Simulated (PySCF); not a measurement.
Input of a run (PBE0-D3(BJ)/def2-SVP geometry optimisation, gas phase, def2 core potentials past Kr (PySCF 2.14.0)), started from GFN2-xTB:
```
{"job": {"xc": "PBE0", "basis": "def2-SVP", "d3": "d3bj", "grid": 1, "maxiter": 40, "shake": 0.03, "kind": "geom"}, "charge": 0, "multiplicity": 1}
Hf    -0.632200    -1.280710     0.646920
F     -0.441730    -0.349850     2.229120
F     -1.321300    -2.931230     0.946420
F     -1.923950    -0.250060    -0.233650
S      1.283010    -1.025120    -0.666500
Si     0.810680     1.115420    -0.724370
H      2.146840     1.671620    -1.039870
H     -0.097700     1.340840    -1.814760
H      0.309080     1.639640     0.631030
```

Output (energies in Eh, forces in Eh/bohr):
```
step   0  E = -1036.33693093  max force = 0.066484
step   1  E = -1036.35083030  max force = 0.022611
step   2  E = -1036.35485334  max force = 0.009377
step   3  E = -1036.35745901  max force = 0.008401
step   4  E = -1036.35821105  max force = 0.005058
step   5  E = -1036.35841851  max force = 0.001506
step   6  E = -1036.35851201  max force = 0.001534
step   7  E = -1036.35858882  max force = 0.001747
step   8  E = -1036.35866545  max force = 0.001463
step   9  E = -1036.35873783  max force = 0.001408
step  10  E = -1036.35879846  max force = 0.001211
step  11  E = -1036.35884657  max force = 0.001594
step  12  E = -1036.35891607  max force = 0.002006
step  13  E = -1036.35905045  max force = 0.001873
step  14  E = -1036.35921975  max force = 0.001405
step  15  E = -1036.35936647  max force = 0.001115
step  16  E = -1036.35952419  max force = 0.002636
step  17  E = -1036.35966669  max force = 0.005767
step  18  E = -1036.35989716  max force = 0.003647
step  19  E = -1036.36003586  max force = 0.001939
step  20  E = -1036.36007019  max force = 0.002165
step  21  E = -1036.36028228  max force = 0.002972
step  22  E = -1036.36036276  max force = 0.001545
step  23  E = -1036.36036930  max force = 0.000862
step  24  E = -1036.36037836  max force = 0.000573
step  25  E = -1036.36037803  max force = 0.000429
optimisation converged
```

**Question.** Summarise the run.

**Answer.** The energy falls by 61.6 kJ/mol over 26 energy and gradient evaluations, the largest force component goes from 0.0665 to 4.3e-04 Eh/bohr, and the atoms move by 0.507 Å rms after alignment. The bond that changes most is Hf1–S5 (ends: hafnium bonded to 3 F and S; sulfur bonded to Hf and Si), which lengthens by 0.116 Å. Bonds longer at the end by more than 0.005 Å: 6 of 8; shorter: 2. Among the angles that change most is F3–Hf1–S5, from 120.3° to 103.6°. Among the dihedrals that turn most is Hf1–S5–Si6–H7, from 158° to 116°. The energy never rose by more than 1e-6 Eh on the way. The first step brought 59 % of the lowering.

**Question.** What are the final bond lengths?

**Answer.** Hf1–F2 1.906 Å, Hf1–F3 1.899 Å, Hf1–F4 1.907 Å, Hf1–S5 2.452 Å, S5–Si6 2.134 Å, Si6–H7 1.487 Å, Si6–H8 1.487 Å, Si6–H9 1.516 Å. Numbering counts from 1 in the input's order; the species is F3H3HfSSi ((F)3Hf-S-SiH3).

The run used 125 basis functions and 182 SCF cycles in all.

Stationary, but not proved a minimum.
